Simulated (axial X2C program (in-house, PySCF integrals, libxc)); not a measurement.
# AgSb: from the spin-free to the two-component result

Calculated with an in-house relativistic program for diatomic molecules. Spin-free means the one-electron spin-free X2C Hamiltonian; two-component (2c) means X2C with spin–orbit coupling and atomic mean-field two-electron Coulomb and Gaunt terms, so the difference of the two also holds small scalar two-electron terms. Basis: Sb dyall-v3z [11s12p8d1f], Ag dyall-v3z [12s12p8d3f2g] (cores contracted in-house); Gaussian nuclei, density fitting, unrestricted open shells. Masses: Sb 120.904 u, Ag 106.905 u.

Spin-free state: M_S = 1, Λ = 0 (beyond evenly filled blocks: π+α, π-α); fragments Sb + Ag.

```tsv
level	Re (Å)	ωe (cm⁻¹)	De (eV)	μ (D)
PBE0	2.612	179.6	1.578	2.33
HF	2.759	142.3	0.391	4.23
PBEsol	2.561	191.8	1.999	1.57
BP86	2.601	180.9	1.807	1.50
```

Dipoles are positive if Ag is the positive end.

Two-component determinant lowest at the distance of the search:

Ω = 1 (⟨Sz⟩ = 0.99, ⟨Lz⟩ = 0.01 at PBE0); fragments Sb + Ag.

```json
{"level": "PBE0", "Re (Å)": "2.615", "ωe (cm⁻¹)": "178.3", "De (eV)": "1.531", "μ (D)": "2.32"}
{"level": "HF", "Re (Å)": "2.765", "ωe (cm⁻¹)": "139.3", "De (eV)": "0.374", "μ (D)": "4.20"}
{"level": "PBEsol", "Re (Å)": "2.564", "ωe (cm⁻¹)": "190.4", "De (eV)": "1.946", "μ (D)": "1.56"}
{"level": "BP86", "Re (Å)": "2.604", "ωe (cm⁻¹)": "179.4", "De (eV)": "1.748", "μ (D)": "1.49"}
```

**Question.** From the two tables, how do the constants change at the PBE0 level (2c against spin-free)?

**Answer.** At the PBE0 level Re increases by 0.003 Å and ωe drops by 1.3 cm⁻¹; De changes by -0.047 eV.

The state is one determinant whose occupation by symmetry is held fixed; it was picked as the lowest of a PBE0 search that is not exhaustive. Dissociation energies refer to the lowest single-determinant-based atoms at the same level and basis. Density functionals use the spin component along the axis (collinear). Other states lie close and PBE0, whose exact exchange favours high spin, may order them wrongly; the determinant shown need not be the ground state. The nearest other spin-free determinant of the search, M_S = 0, Λ = 2, lies 0.81 eV up at the distance of the search. With several unpaired electrons one determinant need not be a pure state. Open-shell Ω = 0 determinants with evenly filled partner blocks cannot be reached by this program, so the Ω shown need not be the lowest component. This is the Ω = 1 component of a π² triplet; the 0⁺ component is not one determinant and can lie lowest. The determinant is spin-polarised beyond a pure state at some levels (its spin-free form has ⟨S²⟩ too high), which makes Re and μ there less reliable. The stretched end of a curve changes character and is left out.
